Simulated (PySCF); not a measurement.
# From computed data to an observable: oscillator strength and radiative lifetime

C3H7BN2, SMILES NB(N)C=C=C.

Geometry: PBE0-D3(BJ)/def2-SVP. This is a generated structure with no PubChem entry under its InChIKey; it may be hypothetical. One conformer was computed; it need not be the lowest.

TDA-PBE0/def2-SVPD run with PySCF puts the first singlet state with f over 0.02 at 5.97 eV (vertical), with the transition dipole (-0.444, -0.162, 0.000) in atomic units.

Question: Find the oscillator strength, the wavelength and the radiative lifetime that this transition would have in vacuum if emission retraced absorption.

Answer: 
|μ|² = 0.2234 au, so |μ| = 1.20 D. ΔE = 5.97/27.211 = 0.2194 hartree. f = (2/3) ΔE |μ|² = 0.033 (the program prints 0.033).
λ = 1239.84/5.97 = 208 nm; ν = 48151 cm⁻¹.
Einstein's coefficient A = 0.6670 ν² f s⁻¹ (ν in cm⁻¹) = 5.1e7 s⁻¹, so τ = 1/A = 20 ns. This state is S2; the lower singlet has f = 0.000. The figure is the radiative limit of this one transition; relaxation, internal conversion, crossing to triplets and a medium change what is measured.
